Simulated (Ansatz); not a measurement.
Species, as SMILES: [Cl][Ga] (Cl-Ga) (closed-shell singlet).
Atoms: Ga1, Cl2. Bonds: Ga1-Cl2.

How fast the highest harmonic wavenumber converges with the basis for several methods (Ansatz, a program for electronic structure): deviation from each method's own reference, in cm⁻¹. References: B3LYP 344 cm⁻¹, the value in pcseg-3; CCSD(T) 367 cm⁻¹, the value in cc-pV(Q+d)Z; HF 357 cm⁻¹, the value in pcseg-3; MP2 368 cm⁻¹, the value in def2-QZVPP; PBE 345 cm⁻¹, the value in pcseg-3. Cartesian d functions, on some or all atoms, in 6-31G*; all else is spherical. In correlated methods cores are frozen (with 3d on Ga to Br). No added dispersion term, no relativity. Each level at its own minimum, unscaled; the references are large sets that could be run, not limits.

```
basis            functions  B3LYP  CCSD(T)   HF  MP2  PBE
---------------  ---------  -----  -------  ---  ---  ---
def2-SVP                50     22       22   17   25    ?
6-31G*                  54     -3        5   -7    7    ?
aug-cc-pV(D+d)Z         68     -6      -23  -11  -21    ?
pcseg-2                 77      0       12   -2   10    ?
def2-TZVP               85      6        6    4    6    ?
def2-TZVPPD            105      2        0    1    0    ?
aug-cc-pV(T+d)Z        114      1       -6   -1   -5    ?
cc-pV(Q+d)Z            132      0        0    0    0    ?
```

Question: What belongs in the gaps?

Answer: 
- def2-SVP, PBE: 20
- 6-31G*, PBE: -4
- aug-cc-pV(D+d)Z, PBE: -5
- pcseg-2, PBE: 0
- def2-TZVP, PBE: 6
- def2-TZVPPD, PBE: 3
- aug-cc-pV(T+d)Z, PBE: 2
- cc-pV(Q+d)Z, PBE: 0

Mean absolute deviation over pcseg-2, def2-TZVP, def2-TZVPPD, aug-cc-pV(T+d)Z: HF 2, B3LYP 2, PBE 3, MP2 5, CCSD(T) 6 cm⁻¹.
